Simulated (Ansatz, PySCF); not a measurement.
System: SnI₄ (charge 0, singlet). 
Structure (B3LYP-D3(BJ)/def2-TZVP (Ansatz, a quantum-chemistry and plane-wave program) minimum search):
```xyz
5

I     -1.5854    -0.6112    -2.0877
Sn     0.0000     0.0000     0.0000
I      0.5479     2.6352    -0.0307
I      2.2948    -1.3957    -0.1772
I     -1.2573    -0.6283     2.2956
```

Property: atomisation energy (electronic, to ground-state atoms), in kcal/mol. Cores are frozen in the correlated levels unless marked. UHF or UKS for open shells. No spin-orbit coupling. Frozen are the shells of the preceding noble gas and the d and f shells that filled before the atom's block. Past Kr the def2 sets carry scalar-relativistic core potentials. The coupled-cluster limit lacks core correlation, which all-electron functionals hold. CBS marks a two-point X^-3 extrapolation of the correlation energy; Hartree-Fock from the larger set. [CCSD(T)-MP2]/basis is that difference in the basis named.

```csv
level,program,atomisation energy (kcal/mol)
HF/def2-TZVPD,PySCF,141.5
HF/def2-QZVPPD,Ansatz,142.6
```

Question: Predict the RI-MP2/CBS(def2-TZVPPD,def2-QZVPPD)+[CCSD(T)-MP2]/def2-TZVPPD result (Ansatz).

Answer: 233.7 kcal/mol, so HF/def2-QZVPPD differs from it by -91.1 kcal/mol.
